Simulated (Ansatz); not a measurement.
C5H7FO2 (SMILES C=C(F)C(=O)OCC), singlet, at a GFN2-xTB geometry. Base run: BLYP/6-31G run with Ansatz (an electronic-structure program).

The Ansatz input:
Ansatz 0.2 input:
```yaml
crystal:
  periodic: [false, false, false]
  atoms:
    - {symbol: C, position_ang: [2.81484351, 0.10214238, 0.20729221]}
    - {symbol: C, position_ang: [1.57603227, 0.33824942, -0.19638991]}
    - {symbol: F, position_ang: [1.31769639, 1.20613037, -1.19065490]}
    - {symbol: C, position_ang: [0.37459893, -0.31786650, 0.39606849]}
    - {symbol: O, position_ang: [0.43945284, -1.11979645, 1.29496247]}
    - {symbol: O, position_ang: [-0.74744258, 0.08674685, -0.18163158]}
    - {symbol: C, position_ang: [-1.96191225, -0.48166286, 0.31183832]}
    - {symbol: C, position_ang: [-3.11708435, 0.10709106, -0.47434626]}
    - {symbol: H, position_ang: [2.97996800, -0.59826716, 1.00475553]}
    - {symbol: H, position_ang: [3.66018044, 0.59226715, -0.24122343]}
    - {symbol: H, position_ang: [-1.91089698, -1.57044941, 0.19851780]}
    - {symbol: H, position_ang: [-2.04567103, -0.25597186, 1.38092592]}
    - {symbol: H, position_ang: [-3.13956817, 1.18668293, -0.35415745]}
    - {symbol: H, position_ang: [-3.00546371, -0.12126394, -1.53069104]}
    - {symbol: H, position_ang: [-4.05276683, -0.31149520, -0.11565748]}
basis:
  gaussian:
    orbitals: 6-31G
hamiltonian:
  xc: blyp
```

Variants of this job, named by their change:

```
change                                     E (Eh)
-------------------------------------  ----------
base                                   -444.76403
functional = B2PLYP                    -444.31705
functional = lc_wpbe                   -444.60085
functional = wB97X                     (withheld)
functional = pbe0; dispersion = d4     -444.40279
functional = b3lyp5                    -444.65288
functional = B97M-V                    -444.80745
functional = r2scan                    -444.65069
functional = hse06                     -444.37216
functional = pbe0                      -444.39356
functional = PBE-QIDH                  (withheld)
functional = b3lyp; dispersion = d4    (withheld)
functional = b3lyp; dispersion = d3bj  (withheld)
```

### Question
Some entries are withheld; supply them.

### Answer

- functional = wB97X, E (Eh): -444.76871
- functional = PBE-QIDH, E (Eh): -444.03994
- functional = b3lyp; dispersion = d4, E (Eh): -444.90063
- functional = b3lyp; dispersion = d3bj, E (Eh): -444.90182

Absolute energies of different levels of theory aren't comparable as measures of quality.
